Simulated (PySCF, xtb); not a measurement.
ethylmethylamine (C3H9N), SMILES CCNC.

Geometry: B3LYP-D3(BJ)/def2-SVP. The values are those of a single conformer.

Method: IEF-PCM-ωB97X/def2-SVP in PySCF.

The values are the electrostatic part of the solvation free energy, E(continuum) − E(gas) at the gas-phase geometry, in a cavity of scaled van der Waals radii (PySCF's table); cavitation and dispersion terms are not included. In vacuum the orbital gap is 12.62 eV. The dipole moment in vacuum is 0.89 D.

```tsv
solvent	ε	ΔG(elec) (kcal/mol)	dipole (D)	gap (eV)
water	78.36	-2.7	1.21	12.86
tetrahydrofuran	7.43	-2.2	1.13	12.81
2-propanol	19.26	-2.5	1.18	12.84
```

For comparison, GFN2-xTB/ALPB(water) (xtb, at the GFN2-xTB geometry, all terms of that model) gives -1.4 kcal/mol.
